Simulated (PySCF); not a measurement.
**Substituent effects on chemical shifts**

Parent skeleton `[CH2:1]=[CH:2][C:3]([CH3:4])=[N:5][CH2:6][SiH3:7]`; one hydrogen on atom 6 is replaced by X. Hydrogens on one atom are averaged.

[PySCF 2.14.0 with density-fitted response routines: shielding tensors at PBE0/pcSseg-1 (GIAO); coordinates at the GFN2-xTB level; one computed conformer; in vacuum; rapidly exchanging positions averaged; non-relativistic Hamiltonian]

Shifts are taken against calculated references (same method and geometry level): $^{13}$C and $^{29}$Si and $^{1}$H against TMS; $^{15}$N against NH3.

Parent (X = H): C1 127.6, C2 130.5, C3 165.1, C4 27.1, N5 377.4, C6 39.2, Si7 -74.3, H(C1) 5.80, H(C2) 6.89 ppm. Effects are Δδ = δ(X) − δ(H), positive for deshielding.

Four derivatives gave (Δδ, ppm):
```csv
compound,C1,C2,C3,C4,N5,C6,Si7,H(C1),H(C2)
1,-3.8,+22.6,-1.2,-15.4,+14.5,+22.1,+11.5,-0.09,-0.16
2,-4.2,+22.7,-0.1,-15.3,+27.1,+8.7,+7.6,-0.11,-0.19
3,+3.4,+5.1,+5.1,+0.5,-33.0,-3.2,+10.8,+0.23,+0.72
4,+1.7,+2.5,+0.5,+0.4,-8.2,+13.9,+6.6,+0.11,+0.01
```

Their substituents are CH2F, CH3, CN, vinyl. Which is which?

Results:

1: X = vinyl (C=C/C(C)=N/[C@H]([SiH3])C=C); 2: X = CH3 (C=C/C(C)=N/[C@H](C)[SiH3]); 3: X = CN (C=C/C(C)=N\[C@@H]([SiH3])C#N); 4: X = CH2F (C=C/C(C)=N\[C@H]([SiH3])CF).

Experimental scales use liquid or dissolved standards, which lie at an offset from isolated NH3 (liquid NH3: subtract about 20 ppm). Unscaled 15N shifts of sp2 nitrogen come out 20 to 40 ppm too high even then.
